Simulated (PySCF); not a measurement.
# Magnetic susceptibility: `InChI=1S/C7H11N/c1-3-5-7-8-6-4-2/h1,7H,4-6H2,2H3/b8-7+`

Geometry:
```csv
atom,x (Å),y (Å),z (Å)
C1,2.991,2.192,0.411
C2,2.749,1.039,0.206
C3,2.411,-0.345,-0.067
C4,1.029,-0.429,-0.636
N5,0.159,-1.157,-0.107
C6,-1.171,-1.207,-0.629
C7,-2.163,-0.740,0.442
C8,-1.988,0.738,0.770
H9,3.223,3.197,0.606
H10,2.461,-0.933,0.852
H11,3.128,-0.748,-0.791
H12,0.841,0.192,-1.527
H13,-1.287,-0.597,-1.542
H14,-1.381,-2.253,-0.875
H15,-3.177,-0.923,0.080
H16,-2.004,-1.335,1.341
H17,-0.986,0.924,1.150
H18,-2.708,1.047,1.524
H19,-2.137,1.348,-0.119
```

Method used: GIAO B97-2/pcSseg-1 magnetisability, rotational g tensor and spin-rotation constants, non-relativistic, gas phase in PySCF 2.14.0. Geometry: GFN2-xTB.

(1) How diamagnetic is it, and how anisotropic?

(2) Split it along the inertial axes a, b, c into diamagnetic and paramagnetic parts about the centre of mass, with the quadrupole moment.

(3) And the rotational g tensor?

## Answers

(1) Isotropic -1277 × 10⁻³⁰ J/T², or -76.9 × 10⁻⁶ cm³/mol; principal values -1447, -1214, -1170 × 10⁻³⁰ J/T², anisotropy 257 × 10⁻³⁰ J/T² (root of half the summed squared differences of the principal values). The susceptibility is in cgs units.

(2) 
| axis | χ (10⁻⁶ cm³/mol) | diamagnetic (10⁻⁶ cm³/mol) | paramagnetic (10⁻⁶ cm³/mol) | summed x² of all electrons (Å²) | quadrupole Θ (D Å) |
| --- | --- | --- | --- | --- | --- |
| a | -72.8 | -451.2 | 378.4 | 284.1 | +1.85 |
| b | -86.4 | -1305.8 | 1219.4 | 82.7 | +1.35 |
| c | -71.5 | -1556.4 | 1484.9 | 23.6 | -3.20 |

Anisotropies 2χaa − χbb − χcc = +12.3 and 2χbb − χaa − χcc = -28.5 × 10⁻⁶ cm³/mol. Θ is traceless in Buckingham's convention.

(3) 
| axis | rotational constant (GHz) | g | nuclear part | electronic part |
| --- | --- | --- | --- | --- |
| a | 3.6927 | -0.0246 | 0.6319 | -0.6565 |
| b | 1.0067 | -0.0001 | 0.5766 | -0.5767 |
| c | 0.8343 | -0.0049 | 0.5771 | -0.5820 |

Asymmetric top; isotopes 12C, 1H, 14N; no vibrational averaging.
